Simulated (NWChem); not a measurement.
System meant: Si$_{2}$H$_{4}$OClF; SMILES O([SiH2]Cl)[SiH2]F

NWChem input:

```
start job
memory heap 200 mb stack 900 mb global 1100 mb
geometry units angstroms noautoz
  Si    -0.641034    -1.774322    -0.219153
  F     -0.075707    -2.466288     1.118227
  O      0.259777    -0.441777    -0.563771
  Si     0.940135     0.991803    -0.146398
  Cl    -0.363500     2.105747     1.024644
  H     -2.046837    -1.382645     0.018156
  H     -0.483402    -2.720306    -1.343073
  H      1.200445     1.762031    -1.378943
  H      2.163537     0.769767     0.652338
end
basis spherical
  * library def2-svp
end
dft
  odft
  mult 2
  xc xpbe96 cpbe96
  iterations 150
  mulliken
end
task dft energy
```

End of the output:

```
                                 NWChem DFT Module
                                 -----------------

 Summary of "ao basis" -> "ao basis" (spherical)
 ------------------------------------------------------------------------------
       Tag                 Description            Shells   Functions and Types
 ---------------- ------------------------------  ------  ---------------------
 Si                         def2-svp                 8       18   4s3p1d
 F                          def2-svp                 6       14   3s2p1d
 O                          def2-svp                 6       14   3s2p1d
 Cl                         def2-svp                 8       18   4s3p1d
 H                          def2-svp                 3        5   2s1p

 Summary of "ao basis" -> "ao basis" (spherical)
 ------------------------------------------------------------------------------
       Tag                 Description            Shells   Functions and Types
 ---------------- ------------------------------  ------  ---------------------
 Si                         def2-svp                 8       18   4s3p1d
 F                          def2-svp                 6       14   3s2p1d
 O                          def2-svp                 6       14   3s2p1d
 Cl                         def2-svp                 8       18   4s3p1d
 H                          def2-svp                 3        5   2s1p

  number of electrons :                   66
  multiplicity        :                    2
 ------------------------------------------------------------------------
  no. of electrons and multiplicity not compatible                  66
 ------------------------------------------------------------------------
 ------------------------------------------------------------------------
  current input line :
    24: task dft energy
 ------------------------------------------------------------------------
 ------------------------------------------------------------------------
 There is an error in the input file
 ------------------------------------------------------------------------
 For more information see the NWChem manual at https://nwchemgit.github.io

0: no. of electrons and multiplicity not compatible:Received an Error in Communication
```

What is wrong, and how is it mended?

The program refused the input. Cause: the multiplicity doesn't fit the number of electrons (an even count wants an odd multiplicity, and the reverse). This input runs:
```
start job
memory heap 200 mb stack 900 mb global 1100 mb
geometry units angstroms noautoz
  Si    -0.641034    -1.774322    -0.219153
  F     -0.075707    -2.466288     1.118227
  O      0.259777    -0.441777    -0.563771
  Si     0.940135     0.991803    -0.146398
  Cl    -0.363500     2.105747     1.024644
  H     -2.046837    -1.382645     0.018156
  H     -0.483402    -2.720306    -1.343073
  H      1.200445     1.762031    -1.378943
  H      2.163537     0.769767     0.652338
end
basis spherical
  Si library def2-svp
  F library def2-svp
  O library def2-svp
  Cl library def2-svp
  H library def2-svp
end
dft
  xc xpbe96 cpbe96
  iterations 150
  mulliken
end
task dft energy
```
It converges to -1215.70230 Ha (PBE/def2-SVP).
